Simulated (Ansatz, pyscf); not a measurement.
•HC=C=O (SMILES [CH]=C=O) -> C₂HO (SMILES [C]1=CO1) [doublet], a ring closure on the doublet surface: none broken, C–O formed. Optimised with ωB97X-D3(BJ)/def2-SVP in PySCF. Wave-function energies: Ansatz (a first-principles code), frozen core, RHF or UHF references. In kJ/mol, from the reactant's lowest minimum found.

```csv
level,barrier,reaction energy
ωB97X-D3(BJ)/def2-TZVP,322.66,+213.51
r²SCAN/def2-TZVP,325.98,+237.77
CCSD(T)/cc-pV(D+d)Z,303.49,+221.92
CCSDT(Q)/cc-pV(D+d)Z,296.35,+223.40
CCSD(T)/cc-pV(T+d)Z,311.61,+217.97
CCSD(T)/cc-pV(Q+d)Z,314.12,+219.09
```

In cc-pV(D+d)Z, going from CCSD(T) to CCSDT(Q) shifts the barrier by -7.14 and the reaction energy by +1.48 kJ/mol. With HF in the quadruple-zeta basis and the correlation energy extrapolated as X⁻³ from X = 3, 4, CCSD(T) gives 315.52 and +219.51; adding the double-zeta shift gives ΔE‡ = 308.38 and ΔE = +220.98 kJ/mol, without core correlation, relativity or geometry relaxation at these levels. Another saddle between the same species, by other bonds, lies lower (260.66 kJ/mol against 324.19 kJ/mol at ωB97M-D3(BJ)/def2-TZVP). An open-shell T1 diagnostic exceeds 0.045. A UHF reference is spin-contaminated (<S²> up to 1.12), which harms MP2 most.
